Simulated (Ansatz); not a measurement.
`NB(F)[SeH]` → `N[B]F`• + `[SeH]`•  (homolysis of the B–Se bond)

Calculated with Ansatz (gas phase, PBE0-D4/def2-TZVP geometries, no zero-point term in ΔE). CCSD(T)/CBS adds triple-zeta CCSD(T) − MP2 to the extrapolated MP2 energy (def2 sets, frozen cores). DFT in def2-TZVPP. B3LYP here is the variant with VWN-RPA as its local correlation; programs differ in this. HSE06 is defined as in plane-wave codes. No spin–orbit coupling; open shells (•) take unrestricted orbitals. For Se outer-core shells are correlated without core-valence functions, which leaves a few kJ/mol of doubt a bond. Scalar relativity is left out up to krypton. Each species was taken in one conformer, which may not be the lowest.

```json
{"level": "PBE-D4", "ΔE (kJ/mol)": "397.7", "difference from CCSD(T)/CBS": "-11.9"}
{"level": "revPBE-D4", "ΔE (kJ/mol)": "386.6", "difference from CCSD(T)/CBS": "-23.0"}
{"level": "B97M-V", "ΔE (kJ/mol)": "401.1", "difference from CCSD(T)/CBS": "-8.5"}
{"level": "PBE0-D4", "ΔE (kJ/mol)": "395.5", "difference from CCSD(T)/CBS": "-14.1"}
{"level": "B3LYP-D4", "ΔE (kJ/mol)": "385.6", "difference from CCSD(T)/CBS": "-24.0"}
{"level": "r2SCANh-D4", "ΔE (kJ/mol)": "386.0", "difference from CCSD(T)/CBS": "-23.6"}
{"level": "r2SCAN0-D4", "ΔE (kJ/mol)": "383.7", "difference from CCSD(T)/CBS": "-25.9"}
{"level": "HSE06-D4", "ΔE (kJ/mol)": "395.5", "difference from CCSD(T)/CBS": "-14.1"}
{"level": "BHLYP-D4", "ΔE (kJ/mol)": "381.0", "difference from CCSD(T)/CBS": "-28.6"}
{"level": "CAM-B3LYP-D4", "ΔE (kJ/mol)": "387.0", "difference from CCSD(T)/CBS": "-22.6"}
{"level": "ωB97X-V", "ΔE (kJ/mol)": "403.6", "difference from CCSD(T)/CBS": "-6.0"}
{"level": "ωB97M-V", "ΔE (kJ/mol)": "402.3", "difference from CCSD(T)/CBS": "-7.3"}
{"level": "B2PLYP", "ΔE (kJ/mol)": "387.5", "difference from CCSD(T)/CBS": "-22.1"}
{"level": "PBE-QIDH", "ΔE (kJ/mol)": "401.4", "difference from CCSD(T)/CBS": "-8.2"}
{"level": "PBE", "ΔE (kJ/mol)": "390.7", "difference from CCSD(T)/CBS": "-18.9"}
{"level": "revPBE", "ΔE (kJ/mol)": "368.2", "difference from CCSD(T)/CBS": "-41.4"}
{"level": "BLYP", "ΔE (kJ/mol)": "365.8", "difference from CCSD(T)/CBS": "-43.8"}
{"level": "r2SCAN", "ΔE (kJ/mol)": "385.9", "difference from CCSD(T)/CBS": "-23.7"}
{"level": "PBE0", "ΔE (kJ/mol)": "389.6", "difference from CCSD(T)/CBS": "-20.0"}
{"level": "B3LYP", "ΔE (kJ/mol)": "374.1", "difference from CCSD(T)/CBS": "-35.5"}
{"level": "r2SCANh", "ΔE (kJ/mol)": "384.2", "difference from CCSD(T)/CBS": "-25.4"}
{"level": "r2SCAN0", "ΔE (kJ/mol)": "381.8", "difference from CCSD(T)/CBS": "-27.8"}
{"level": "HSE06", "ΔE (kJ/mol)": "389.9", "difference from CCSD(T)/CBS": "-19.7"}
{"level": "BHLYP", "ΔE (kJ/mol)": "371.4", "difference from CCSD(T)/CBS": "-38.2"}
{"level": "CAM-B3LYP", "ΔE (kJ/mol)": "380.9", "difference from CCSD(T)/CBS": "-28.7"}
{"level": "LC-ωPBE", "ΔE (kJ/mol)": "381.8", "difference from CCSD(T)/CBS": "-27.8"}
{"level": "HF/def2-SVP", "ΔE (kJ/mol)": "291.5", "difference from CCSD(T)/CBS": "-118.1"}
{"level": "MP2/def2-SVP", "ΔE (kJ/mol)": "395.4", "difference from CCSD(T)/CBS": "-14.2"}
{"level": "CCSD/def2-SVP", "ΔE (kJ/mol)": "377.6", "difference from CCSD(T)/CBS": "-32.0"}
{"level": "HF/def2-TZVPP", "ΔE (kJ/mol)": "280.9", "difference from CCSD(T)/CBS": "-128.7"}
{"level": "MP2/def2-TZVPP", "ΔE (kJ/mol)": "410.7", "difference from CCSD(T)/CBS": "1.1"}
{"level": "SCS-MP2/def2-TZVPP", "ΔE (kJ/mol)": "402.6", "difference from CCSD(T)/CBS": "-7.0"}
{"level": "CCSD/def2-TZVPP", "ΔE (kJ/mol)": "387.3", "difference from CCSD(T)/CBS": "-22.3"}
{"level": "CCSD(T)/def2-TZVPP", "ΔE (kJ/mol)": "397.7", "difference from CCSD(T)/CBS": "-11.9"}
{"level": "HF/def2-QZVPP", "ΔE (kJ/mol)": "278.7", "difference from CCSD(T)/CBS": "-130.9"}
{"level": "MP2/def2-QZVPP", "ΔE (kJ/mol)": "416.8", "difference from CCSD(T)/CBS": "7.2"}
{"level": "SCS-MP2/def2-QZVPP", "ΔE (kJ/mol)": "409.1", "difference from CCSD(T)/CBS": "-0.5"}
{"level": "HF/CBS(def2)", "ΔE (kJ/mol)": "278.4", "difference from CCSD(T)/CBS": "-131.2"}
{"level": "MP2/CBS(def2)", "ΔE (kJ/mol)": "422.6", "difference from CCSD(T)/CBS": "13.0"}
{"level": "CCSD/CBS(def2)", "ΔE (kJ/mol)": "399.3", "difference from CCSD(T)/CBS": "-10.3"}
{"level": "CCSD(T)/CBS", "ΔE (kJ/mol)": "409.6", "difference from CCSD(T)/CBS": "0"}
```

Largest T1 diagnostic among the species: 0.014.

The D4 term adds +11.5 kJ/mol with B3LYP and +5.9 kJ/mol with PBE0; it sums over pairs of atoms, weighted by their polarisabilities, and B3LYP, whose exchange is more repulsive, gets the larger term. In def2-TZVPP, CCSD(T) changes the Hartree–Fock value by +116.8 kJ/mol (the triples alone add +10.3 kJ/mol) and MP2 by +129.8 kJ/mol; breaking electron pairs costs correlation energy, which Hartree–Fock lacks. From BLYP to BHLYP (50 % exact exchange), in def2-TZVPP and without D4, ΔE moves by +5.6 kJ/mol.
